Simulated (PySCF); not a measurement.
## Radial density of Mo³⁺ (molybdenum, charge +3)

UHF, [Kr] 4d3, high-spin 4F determinant. Calculation: PySCF 2.14, in cc-pVTZ-PP with ECP28MDF; a scalar-relativistic core potential. This is the valence pseudo-density: the core potential removes the inner electrons and smooths the orbitals near the nucleus.

| r (bohr) | 4πr²ρ (e/bohr) | 4πr²(ρα − ρβ) |
| --- | --- | --- |
| 0.0347 | 1.830e-05 | 0.0000 |
| 0.0584 | 4.676e-05 | 0.0000 |
| 0.0983 | 0.0001710 | 0.0000 |
| 0.165 | 0.001450 | 0.0003 |
| 0.278 | 0.02366 | 0.0055 |
| 0.468 | 0.6576 | 0.0940 |
| 0.787 | 7.318 | 0.9282 |
| 1.32 | 8.858 | 2.1895 |
| 2.23 | 1.439 | 0.8760 |
| 3.74 | 0.04160 | 0.0393 |
| 6.30 | 6.576e-05 | 0.0001 |

Energies and moments cover only the electrons outside the core potential.
